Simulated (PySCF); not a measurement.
Static response to an electric field

Compound: C₃H₉ClO₃Si.
Geometry (GFN2-xTB, Å), atoms numbered from 1 in this order:
```xyz
17
C3H9ClO3Si angstrom
C      2.6589   -0.4486    0.0467
O      1.5168    0.2872    0.4107
Si    -0.0300    0.0030    0.0570
Cl    -0.2969    0.0274   -1.9541
O     -0.4411   -1.4368    0.6537
C     -1.6887   -2.0860    0.6382
O     -0.9425    1.1350    0.7529
C     -0.9105    2.5316    0.5884
H      3.5234    0.0675    0.4631
H      2.6031   -1.4606    0.4491
H      2.7489   -0.5005   -1.0402
H     -2.4329   -1.4912    1.1686
H     -2.0240   -2.2446   -0.3886
H     -1.5599   -3.0466    1.1364
H      0.0685    2.9247    0.8636
H     -1.6747    2.9512    1.2420
H     -1.1254    2.7993   -0.4480
```

Level: PBE0/def2-SVPD (PySCF), static field, nuclei fixed, core orbitals frozen in the response. The polarisability tensor in these axes (au):

```
x   84.94  0.00 -0.85
y    0.00 85.05  0.07
z   -0.85  0.07 79.48
```

Problem. What are the eigenvalues, a third of the trace, and Δα (Δα² = ½Σ(αi − αj)² over the three pairs)?

Solution. Principal values 79.35, 85.04 and 85.07 au; mean 83.16 au = 12.32 Å³ = 13.71 × 10⁻⁴⁰ C²·m²/J; Δα = 5.71 au (7 % of the mean).

Problem. What is the dipole moment, and where does it point?

Solution. (0.02, 0.01, 0.25) D, 0.25 D in size, pointing from the negative to the positive side. Measured along this direction, the outermost atoms are Cl4 at the negative end and H16 at the positive end.

Problem. What would n − 1 = 2πNα be for an ideal gas of these molecules at 500 K and 1 atm, electronic part alone?

Solution. N = p/kT = 1.4678 × 10¹⁹ cm⁻³, so n − 1 = 2π × N × 12.32 × 10⁻²⁴ cm³ = 1136 × 10⁻⁶ at long wavelengths.

Problem. Give the eigenvalues of the traceless quadrupole moment Θ = ½Σq(3rr − r²1), origin at the centre of nuclear charge.

Solution. -9.54, 4.75, 4.79 D·Å. The values depend on the origin, since the dipole doesn't vanish. The electronic extent ⟨r²⟩ about the same centre is 1412 bohr², a root-mean-square distance of 2.20 Å for the 82 electrons.

Problem. Orientational against electronic polarisability at 350 K (dilute gas, rigid molecules)?

Solution. In Gaussian units μ²/3kT = 0.43 Å³ against 12.32 Å³, a ratio of 0.04; the Debye molar polarisation (4π/3)N_A(α + μ²/3kT) is 32.2 cm³/mol, leaving out the vibrational part.

Problem. Find the Langevin capture rate constant for H3O+ (19.018 u) meeting this molecule (156.001 u), k = 2.342 × 10⁻⁹ cm³/s × √(α in Å³ / reduced mass in u).

Solution. The reduced mass is 16.95 u, so k = 2.00 × 10⁻⁹ cm³/s.

Problem. Sum over states: ᾱ = Σ f/ω², ω in Eh. What share falls to these 6 lowest TDDFT singlets (eV, f)? 7.71, 0.0125; 7.72, 0.0125; 8.10, 0.0015; 8.36, 0.0059; 8.39, 0.0104; 8.39, 0.0102.

Solution. They add up to 0.61 au, 0.7 % of the 83.16 au; the largest single term is 0.16 au, from the state at 7.71 eV. Terms in order: 0.16, 0.16, 0.02, 0.06, 0.11, 0.11 au. Higher excitations give the rest. The strengths listed sum to 0.053.

The structure is a single GFN2-xTB conformer in the gas phase; no vibrational or solvent corrections.
